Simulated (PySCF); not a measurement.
C5H4F4O2.
Z-matrix (Å and degrees, PBE0-D3(BJ)/def2-SVP geometry), rows numbered from 1:
```
F 
C   1  1.3752
C   2  1.4972  1  109.77
C   3  1.3320  2  106.77  1   109.68
O   4  1.3558  3  132.52  2  -176.27
C   5  1.3578  4  119.72  3     8.74
F   6  1.3142  5  107.14  4   179.00
F   6  1.3285  5  111.86  4   -61.59
F   6  1.3260  5  111.71  4    59.37
C   4  1.4942  3  110.89  2     3.03
O   2  1.3854  1  110.30  3   116.74
H   2  1.1031  1  105.99  3  -125.37
H   3  1.0873  2  123.99  1   -65.71
H  10  1.1059  4  111.16  3  -116.28
H  10  1.1033  4  112.08  3   122.81
```

Linear response at wB97X-D/def2-SVPD (PySCF, frozen core in the response, non-relativistic).

Static isotropic polarisability: 67.33 au (9.98 Å³), principal values 54.0, 67.8, 80.1 au.

(1) What is the polarisability at 1064 nm and at the sodium D line?

(2) What is the isotropic C6 coefficient between two such molecules, C6 = (3/π)∫α(iω)² dω?

(3) Which effective excitation energy ω̄ makes London's formula C6 = (3/4)α²ω̄ exact here?

(4) What molar refraction at the D line follows from R = (4π/3)·N_A·α′, with α′ the polarisability volume?

(5) How anisotropic is the static polarisability, by Δα² = ½[(α1 − α2)² + (α2 − α3)² + (α3 − α1)²]?

(6) What does −C6/R⁶ come to at R = 12 Å between centres?

(7) What n − 1 at the D line would an ideal gas of it have at 273.15 K and 1 atm (2.6868 × 10¹⁹ cm⁻³), by n − 1 = 2π·N·α′?

(8) What three-body coefficient follows from the one-pole estimate C9 = (3/4)·α·C6?

(9) The lowest 10 singlets have (eV, f): 7.12, 0.284; 7.42, 0.024; 7.95, 0.010; 8.10, 0.007; 8.20, 0.002; 8.60, 0.010; 8.98, 0.008; 9.06, 0.005; 9.14, 0.020; 9.23, 0.031. What share of the static polarisability do they carry in the sum over states α = Σ f/ω²?

## Answers

(1) 67.74 au at 1064 nm (+0.6 %), 68.73 au at 589.3 nm (+2.1 %). The rise at 589.3 nm is 3.37 times that at 1064 nm; a pure ω² law gives 3.26. The lowest singlet lies at 174 nm, shorter than both wavelengths.

(2) 2340 au (Eh·bohr⁶) by a ten-point quadrature over imaginary frequencies, which is 1400 eV·Å⁶ or 135 J·nm⁶/mol.

(3) ω̄ = 4·C6/(3α²) = 0.688 Eh = 18.7 eV. A one-pole form α(ω) = α/(1 − ω²/ω̄²) fitted to the 1064 nm value gives 14.8 eV.

(4) α′ = 10.18 Å³ gives R = 25.69 cm³/mol, for isolated, non-vibrating species.

(5) Δα = 22.6 au, or 0.34 of the isotropic value.

(6) -45 J/mol. This is the leading, orientation-averaged term; C8 and higher terms are left out.

(7) 17.19 × 10⁻⁴, a formal value whether or not that pressure can be reached.

(8) 118000 au. This is an estimate from the two numbers above, not a computed integral.

(9) 5.35 au, 7.9 % of α; the largest term, 4.15 au, is that of the state at 7.12 eV. Their oscillator strengths add up to 0.40. Higher states carry the rest.

One conformer stands for the species.

Note: wB97X-D ran without an empirical dispersion term, which enters the total energy and its gradient alone.
